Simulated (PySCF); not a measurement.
Compound: cyclo-(F2GeO)4.
Geometry (PBE0-D3(BJ)/def2-SVP, Å), atoms numbered from 1 in this order:
```xyz
16
F8Ge4O4 angstrom
Ge     1.5320    1.2258   -0.7111
F      2.7661    2.2444   -1.2719
F      0.9436    0.2259   -1.9804
O      0.1739    2.1728   -0.1818
Ge    -1.4924    1.6805   -0.0370
F     -2.1302    2.4170    1.3560
F     -2.3892    2.2158   -1.3818
O     -1.6430   -0.0322    0.1340
Ge    -1.2391   -1.6301   -0.3966
F     -2.3673   -2.7001    0.2937
F     -1.3404   -1.8057   -2.0855
O      0.3673   -2.0298    0.1464
Ge     1.4289   -1.2188    1.2618
F      0.5270   -0.7127    2.6216
F      2.6613   -2.2721    1.7668
O      2.1670    0.1855    0.5321
```

Method used: TDDFT wB97X-D/def2-SVPD, vertical, gas phase, core orbitals frozen in the response (PySCF). The geometry optimisation had not met its thresholds, so the values belong to a structure short of the stationary point. The wB97X-D/def2-SVPD calculation is non-relativistic and has no spin–orbit coupling, an omission that weighs most on germanium.

Ground-to-excited transition dipoles (e·a0, same axes as the geometry; the sign carries no meaning), for the states with f of 0.002 or more among the lowest 7:

```csv
state,E (eV),μx,μy,μz
S1,7.412,-0.019,-0.248,0.076
S2,7.466,0.090,-0.250,0.051
S3,7.739,0.523,-0.046,0.023
S4,7.857,-0.065,-0.227,-0.053
S5,8.082,0.327,0.454,-0.486
S6,8.156,0.499,0.105,0.472
S7,8.243,-0.275,0.587,0.227
```

(1) What oscillator strength does each state have?

(2) What angle do the transition dipoles of S2 and S3 make?

(3) How is the summed strength of these states shared among x, y and z?

(4) What peak molar absorption coefficient would the strongest computed level give as a lone Gaussian band 0.5 eV wide at half height?

Results:

(1) f = (2/3) ΔE |μ|² with ΔE in hartree (27.2114 eV).

| state | \|μ\|² (au) | \|μ\| (D) | f |
| --- | --- | --- | --- |
| S1 | 0.068 | 0.66 | 0.012 |
| S2 | 0.073 | 0.69 | 0.013 |
| S3 | 0.276 | 1.34 | 0.052 |
| S4 | 0.058 | 0.61 | 0.011 |
| S5 | 0.549 | 1.88 | 0.109 |
| S6 | 0.484 | 1.77 | 0.097 |
| S7 | 0.472 | 1.75 | 0.095 |

(2) |cos θ| = |μa·μb| / (|μa| |μb|) = 0.42, so θ ≈ 65° (taken between 0 and 90°, since the signs are arbitrary).

(3) (2/3) Σ ΔE μα² gives 0.140 for x, 0.146 for y and 0.104 for z, 0.390 in all.

(4) ε(max) = 2.175×10⁸ f / FWHM, with the width in cm⁻¹. S5: 2.175×10⁸ × 0.1087 / 4033 ≈ 5900 L mol⁻¹ cm⁻¹.

Time: 4.7 min wall, 9.7 min CPU (grids of density and orbitals included); peak memory 3.8 GiB. Hardware: an Intel Xeon 6975P-C with 2 threads, no GPU (shared host).

One conformer stands for the species.
